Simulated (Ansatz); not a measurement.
Cost and result for the atomization energy of `BCOC(F)=[Se]` (10 atoms, 9 bonds).

Z-matrix (Å, degrees):
```
C
O 1 1.436
B 1 1.547 2 112.8
H 1 1.099 2 108.9 3 -123.5
H 1 1.099 2 108.9 3 123.8
C 2 1.300 1 118.7 3 179.6
H 3 1.192 1 122.3 2 -0.2
H 3 1.194 1 116.7 2 179.8
F 6 1.315 2 107.7 1 179.9
Se 6 1.772 2 130.1 1 -0.1
```

The species carries charge 0 and has multiplicity 1. Correlated methods include outer-core shells of Se, which these sets cover unevenly. Scalar relativity is left out up to krypton. The geometry is a stationary point of PBE0-D4/def2-TZVP. It is one conformer, not always the lowest. Program: Ansatz. All runs use 4 threads of an Arm Neoverse V1 on a shared host. Times are those of one run each, without the atoms' runs, and a repeat can differ threefold. Electronic energies, without spin–orbit coupling; frozen cores. CCSD(T)/CBS adds CCSD(T) − MP2 in def2-TZVPP to the MP2 limit, and its time is that of the two runs behind it. T1 = 0.015. With those shells the extrapolation isn't a true limit. B3LYP takes the VWN-RPA correlation (the form of Gaussian; ORCA's B3LYP/G).

CCSD(T)/CBS is a level of theory with its own doubt, some kJ/mol a heavy atom from the limit and from the frozen cores, so smaller differences don't rank the functionals.

```tsv
level	functions	wall time	atomization (kcal/mol)	difference from CCSD(T)/CBS	per bond
PBE-D4/def2-TZVPP (with forces)	259	3.7 s	931.6	38.9	4.3
PBE0-D4/def2-TZVPP	259	5.5 s	902.9	10.2	1.1
r2SCAN-D4/def2-TZVPP (with forces)	259	7.5 s	905.5	12.8	1.4
B3LYP-D4/def2-TZVPP (with forces)	259	8.5 s	895.6	2.9	0.3
B2PLYP/def2-TZVPP	259	10 s	886.6	-6.1	-0.7
ωB97X-V/def2-TZVPP	259	13 s	897.7	5.0	0.5
ωB97M-V/def2-TZVPP (with forces)	259	18 s	897.5	4.8	0.5
MP2/def2-QZVPP	494	38 s	910.9	18.2	2.0
CCSD(T)/def2-TZVPP	259	7.7 min	866.8	-25.9	-2.9
CCSD(T)/CBS(def2)	–	8.3 min	892.7	0.0	0.0
```

In def2-TZVPP, CCSD(T) changes the Hartree–Fock value by +246.8 kcal/mol (the triples alone add +19.7 kcal/mol) and MP2 by +275.6 kcal/mol; breaking electron pairs costs correlation energy, which Hartree–Fock lacks. From PBE to PBE0 (25 % exact exchange), in def2-TZVPP and without D4, the atomization energy moves by −28.0 kcal/mol: exact exchange takes away binding that semilocal exchange gives to molecules. The D4 term adds +8.2 kcal/mol with B3LYP and +4.3 kcal/mol with PBE0; it sums over pairs of atoms, weighted by their polarisabilities, and B3LYP, whose exchange is more repulsive, gets the larger term.
